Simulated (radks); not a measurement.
Values are calculated unless marked as measured or tabulated.
Neutral boron inside a hard spherical wall (all orbitals vanish at R), configuration held at [He] 2s2 2p1 and not refilled when levels cross. Code: a radial shooting solver on a logarithmic mesh with Libxc functionals. Model: scalar-relativistic Kohn-Sham, PBE, spin-unpolarised, spherical densities, finite nucleus; Fermi nuclear charge, rms radius 2.406 fm. Eigenvalues in eV, with the zero of energy where the potential of the charges vanishes at infinity; a dash marks a level that is unbound or too diffuse for the functional's potential to be trusted. A positive occupied level is held by the wall or, in an anion where self-interaction has pushed it up, behind a barrier. The pressure on the wall is -dE/dV.

R (bohr),E (hartree),kinetic (hartree),e(1s),e(2s),e(2p),"e(3s, empty)","e(3p, empty)",pressure (GPa)
free,-24.60320,24.519,-180.59,-9.443,-3.607,-,-,0
20,-24.60320,24.519,-180.59,-9.443,-3.607,-,-,< 0.0001
12,-24.60318,24.519,-180.59,-9.440,-3.604,0.218,1.231,0.000282
10,-24.60306,24.520,-180.56,-9.426,-3.587,0.716,2.021,0.00330
8,-24.60207,24.527,-180.45,-9.350,-3.495,2.043,3.823,0.0448
6,-24.59229,24.584,-179.77,-8.931,-2.960,6.270,8.702,0.848
5,-24.56571,24.716,-178.55,-8.160,-1.993,11.867,14.464,4.47
1.5,-16.95507,41.275,-123.15,89.084,76.145,357.47,283.89,17000
